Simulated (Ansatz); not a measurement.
Reaction (formal hydrolysis of a B–C bond): `FBC(F)Cl` + H₂O → `OBF` + `FCCl`

Gas-phase electronic energies from Ansatz, PBE0-D4/def2-TZVP geometries. CCSD(T)/CBS is the MP2 limit (def2-TZVPP, def2-QZVPP) plus CCSD(T) − MP2 in def2-TZVPP, frozen cores. This one scheme is used for every species. DFT in def2-TZVPP. B3LYP here is the variant with VWN-RPA as its local correlation; programs differ in this. HSE06 is defined as in plane-wave codes. Each species was taken in one conformer, which may not be the lowest.

`FBC(F)Cl`:

Z-matrix (Å, degrees):
```
C
B 1 1.578
Cl 1 1.802 2 97.2
F 1 1.356 2 114.7 3 115.7
H 1 1.091 2 118.3 3 -113.0
F 2 1.317 1 118.2 3 91.8
H 2 1.193 1 121.5 3 -86.2
```

H₂O:

```xyz
3

O    -0.348    0.054    0.167
H     0.227   -0.710    0.249
H     0.120    0.656   -0.416
```

`OBF`:

```xyz
5

O    -0.131   -0.886   -0.453
B     0.301    0.271    0.077
F    -0.546    1.075    0.716
H    -1.071   -1.042   -0.317
H     1.447    0.583   -0.023
```

`FCCl`:

Cartesian coordinates in Å:
```
F -0.982 -0.544 -0.763
C -0.087 0.102 0.021
Cl 1.411 -0.826 0.143
H -0.497 0.204 1.025
H 0.155 1.065 -0.427
```

(1) Is it downhill or uphill in electronic energy at CCSD(T)/CBS, and by how much? (Estimate.)

(2) What do these levels give: PBE0-D4, B3LYP-D4, r2SCAN0-D4, HSE06-D4, BHLYP-D4, CAM-B3LYP-D4, PBE-QIDH, B3LYP, HSE06, MP2/def2-SVP, HF/def2-TZVPP, HF/CBS(def2)? (Estimate.)

Largest T1 diagnostic among the species: 0.013.

Results:

(1) The calculation gave: Downhill: ΔE = -36.2 kcal/mol.

(2) Ansatz gave: PBE0-D4 -36.2, B3LYP-D4 -37.1, r2SCAN0-D4 -37.5, HSE06-D4 -36.2, BHLYP-D4 -38.5, CAM-B3LYP-D4 -38.3, PBE-QIDH -37.5, B3LYP -38.3, HSE06 -36.8, MP2/def2-SVP -41.7, HF/def2-TZVPP -41.2, HF/CBS(def2) -41.2 kcal/mol.

At CCSD(T), def2-SVP lies −4.8 kcal/mol from the extrapolated value and def2-TZVPP −0.7 kcal/mol. Leaving LDA and LC-ωPBE aside and taking each functional with its dispersion term where it has one, the values, not all of them listed here, spread over 4.2 kcal/mol, from BHLYP-D4 to revPBE-D4.
